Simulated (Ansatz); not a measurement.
Start from `C[B](C)[AlH2]` and change one atom or group to get `CB(C)[SiH2]Cl`.

Ansatz, PBE0-D4/def2-TZVP geometries, multiplicity 1. Each molecule was computed in one conformer, which needn't be the lowest.

```json
{"property": "HOMO energy (PBE/def2-TZVPP) / eV", "`C[B](C)[AlH2]`": "-5.61"}
{"property": "HOMO–LUMO gap (PBE0/def2-TZVPP) / eV", "`C[B](C)[AlH2]`": "5.33"}
{"property": "HOMO energy (ωB97M-V/def2-TZVPP) / eV", "`C[B](C)[AlH2]`": "-8.84"}
{"property": "HOMO energy (B3LYP/def2-TZVPP) / eV", "`C[B](C)[AlH2]`": "-6.57"}
{"property": "size of the dipole moment (ωB97M-V/def2-TZVPP) / D", "`C[B](C)[AlH2]`": "1.45"}
{"property": "LUMO energy (ωB97M-V/def2-TZVPP) / eV", "`C[B](C)[AlH2]`": "0.15"}
```

Problem. What does the change do to each property? (Best estimate.)

Solution. The calculation gave: 
| property | `CB(C)[SiH2]Cl` | shift |
| --- | --- | --- |
| HOMO energy (PBE/def2-TZVPP) / eV | -6.41 | -0.80 |
| HOMO–LUMO gap (PBE0/def2-TZVPP) / eV | 6.07 | 0.74 |
| HOMO energy (ωB97M-V/def2-TZVPP) / eV | -9.77 | -0.93 |
| HOMO energy (B3LYP/def2-TZVPP) / eV | -7.46 | -0.89 |
| size of the dipole moment (ωB97M-V/def2-TZVPP) / D | 2.41 | 0.96 |
| LUMO energy (ωB97M-V/def2-TZVPP) / eV | 0.41 | 0.26 |

With PBE0 the HOMO falls by 0.90 eV and the LUMO falls by 0.16 eV, so the gap widens by about 0.74 eV. PBE moves the HOMO by -0.80 eV and ωB97M-V by -0.93 eV. Dipoles are sizes alone; their direction can turn.

B3LYP here is the variant with VWN-RPA as its local correlation; programs differ in this.
